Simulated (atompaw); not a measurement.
# How hard is this Si PAW (atompaw) potential?

atompaw 4.2.0.5 input, output lines left out:

```
Si 14
GGA-PBE loggrid 1500 logderivrange -3 5 201
3 3 0 0 0 0
3 1 2
0 0 0
c
c
v
c
v
1
2.05 1.70 1.55 1.30
y
0.75
n
y
0.25
n
custom rrkj vanderbiltortho sinc
2 1 troulliermartins
2.05
2.05
2.05
2.05
```

The pseudo-atom Hamiltonian at the reference potential is diagonalised in spherical Bessel functions j_l(qr) that vanish at 20 bohr, with q² up to the cutoff. All-electron valence levels (Ry): 3s -0.7915, 3p -0.3006.

How do the lowest levels (Ry) of each channel move with the cutoff, and are there ghosts?

```
cutoff (Ry)     s #1     s #2     p #1    p #2    d #1    d #2    f #1  Σ f·Δε (mRy)
          8  -0.7913  -0.0271  -0.2979  0.0246  0.0551  0.1329  0.1093           5.8
         10  -0.7914  -0.0271  -0.2995  0.0245  0.0550  0.1325  0.1093           2.6
         12  -0.7914  -0.0271  -0.3001  0.0245  0.0549  0.1321  0.1093           1.3
         15  -0.7914  -0.0271  -0.3005  0.0245  0.0548  0.1319  0.1093           0.5
         18  -0.7915  -0.0271  -0.3006  0.0244  0.0548  0.1316  0.1093           0.2
         21  -0.7915  -0.0271  -0.3006  0.0244  0.0547  0.1314  0.1093           0.1
        400  -0.7915  -0.0271  -0.3007  0.0244  0.0546  0.1309  0.1093           0.0
```

Result: no extra level below or beside the all-electron valence levels (s, p, d, f tested); 10 mRy is reached at 8 Ry and 1 mRy at 15 Ry.
